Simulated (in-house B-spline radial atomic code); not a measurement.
# Neutral phosphorus: [Ne] 3s2 3p3

Method: Dirac-Kohn-Sham B97-1, spherical fractional occupations, Fermi nucleus of rms radius 3.1889 fm. Calculated with a radial B-spline atomic code at the basis-set limit.

Screening seen three ways: the hydrogenic charge with the same mean radius, Z_r = [3n² - l(l+1)]/(2<r>), the one with the same energy, Z_e = n√(-2ε), and Slater's rules. Values are occupation-weighted means over j.

```tsv
shell	electrons	ε (eV)	<r> (bohr)	Z_r	Z_e	Slater
1s	2	-2105.5	0.1035	14.49	12.44	14.70
2s	2	-181.32	0.518	11.58	7.30	10.85
2p	6	-129.94	0.4844	10.32	6.18	10.85
3s	2	-15.432	1.896	7.12	3.19	4.80
3p	3	-5.5777	2.398	5.21	1.92	4.80
```

The least bound orbital is 3p3/2 at -5.56 eV, and it is also the most diffuse (<r> = 2.401 bohr).

Spin-orbit splittings of the orbital energies (j = l + 1/2 above j = l - 1/2 when positive): 2p 0.9276 eV, 3p 0.05334 eV.

For the 1s electron the small component carries 0.283 % of the norm, the zero-frequency Breit interaction raises the level by 1.41 eV, self-energy by 0.6114 eV, and vacuum polarisation lowers it by 0.0392 eV.

The density falls to 0.001 bohr⁻³ at 4.293 bohr; Σ<r²> = 31.587 bohr² gives, by the non-relativistic formula and without the paramagnetism of open shells, a Langevin diamagnetic susceptibility of -25.02×10⁻⁶ cm³/mol.

Caution: exact exchange at fractional occupations of open shells leaves self-interaction of up to several eV.
